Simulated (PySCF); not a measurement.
PbS, SMILES [S]=[Pb] (connectivity only; charge and spin as stated), neutral, multiplicity 1. Geometry optimised at PBE-D3(BJ)/def2-TZVP. The def2 effective core potentials stand for the cores of Pb; spin–orbit coupling is left out.

The numbers are results of PBE-D3(BJ)/def2-TZVP (PySCF 2.14.0), not measurements.

Harmonic wavenumbers (cm⁻¹): 425. Rotational constants (GHz): 3.402 (linear); symmetry number 1.

Task: Work out the zero-point energy and the ideal-gas rigid-rotor harmonic-oscillator thermochemistry at 298.15 K and 1 atm.

Result: ZPE = ½ Σ hcν = ½ × 425 cm⁻¹ = 0.61 kcal/mol. H − E(el) = 2.86 kcal/mol. Entropy in cal/(mol K): translation 42.32, rotation 16.91, vibration 0.88, total 60.11. G − E(el) = -15.06 kcal/mol. Cp = 8.37 cal/(mol K).
